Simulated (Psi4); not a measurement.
H2Cl3NTi, charge -1, doublet, at a GFN2-xTB geometry (such geometries of metal compounds can be far from the true shape) (the multiplicity is a formal guess) (a gas-phase anion, which may not be bound at this level). Base run: M06-2X/pcseg-1 in Psi4 1.11.

Geometry (Å):
```xyz
7

Ti    -0.1529    -0.2407    -0.0273
Cl     1.9104    -0.2961    -0.8773
Cl     0.1185     0.2185     2.1378
Cl    -1.1920     1.4078    -1.1109
N     -1.1339    -1.8128    -0.2051
H     -0.8411    -2.6813    -0.6536
H     -2.0845    -1.9458     0.1484
```
Charge -1, spin multiplicity 2.
Orbitals are unrestricted.
All else is at Psi4's defaults (density fitting; Cartesian or spherical functions as each basis is defined).

Variants of this job, named by their change:

| change | basis functions | E (Eh) | core-seconds (rough) |
|---|---|---|---|
| base | 109 | -2286.06791 | 40 |
| basis = 6-31G | 81 | -2286.05622 | 20 |
| basis = def2-SV(P) | 96 | -2285.62631 | 40 |
| basis = def2-SVP | 109 | -2285.64391 | 50 |
| basis = 6-31G* | 115 | -2286.09802 | 60 |
| basis = def2-SVPD | 151 | -2285.69413 | 80 |
| basis = aug-cc-pVDZ | ___ | ___ | 200 |
| basis = def2-TZVP | 199 | -2286.30172 | 80 |
| basis = pcseg-2 | ___ | ___ | 100 |
| basis = def2-TZVPD | ___ | ___ | 100 |
| basis = def2-TZVPP | 249 | -2286.30671 | 100 |

Task: What belongs in the gaps?

Result: 
- basis = aug-cc-pVDZ, basis functions: 181
- basis = aug-cc-pVDZ, E (Eh): -2286.27575
- basis = pcseg-2, basis functions: 216
- basis = pcseg-2, E (Eh): -2286.34873
- basis = def2-TZVPD, basis functions: 241
- basis = def2-TZVPD, E (Eh): -2286.30640

Totals compare only among sets that treat the same electrons; sets with core potentials leave the core out.

Open shells are given as the SCF converged; they aren't shown to be the lowest states, and a large step between rows can be another state.

A gas-phase anion may not be bound at this level; its values then depend on the basis.
